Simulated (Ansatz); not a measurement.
`C[CH]([AlH2])CO` + H–F → `C[CH](F)[AlH2]` + CH₃OH  (substitution at a C–C bond)

Program: Ansatz. Geometries: PBE0-D4/def2-TZVP. ΔE: electronic, gas phase. CBS: MP2 limit from def2 TZ/QZ plus the TZ coupled-cluster correction, frozen cores. This one scheme is used for every species. DFT in def2-TZVPP. B3LYP here is the variant with VWN-RPA as its local correlation; programs differ in this. One conformer a species, not always the lowest.

```
         level  ΔE (eV)
        PBE-D4     0.57
       PBE0-D4     0.63
      B3LYP-D4     0.51
       ωB97M-V     0.59
          PBE0     0.56
 HF/def2-TZVPP     0.37
  HF/CBS(def2)     0.37
CCSD/CBS(def2)     0.68
```

Q: What does CCSD(T)/CBS give? (Estimate.)

A: Ansatz gave: +0.71 eV. The listed levels differ from it by -0.14, -0.08, -0.20, -0.12, -0.15, -0.34, -0.34, -0.03 eV.

Largest T1 diagnostic among the species: 0.011.

From PBE to PBE0 (25 % exact exchange), in def2-TZVPP and without D4, ΔE moves by +0.07 eV. The D4 term adds +0.11 eV with B3LYP and +0.06 eV with PBE0; it sums over pairs of atoms, weighted by their polarisabilities, and B3LYP, whose exchange is more repulsive, gets the larger term.
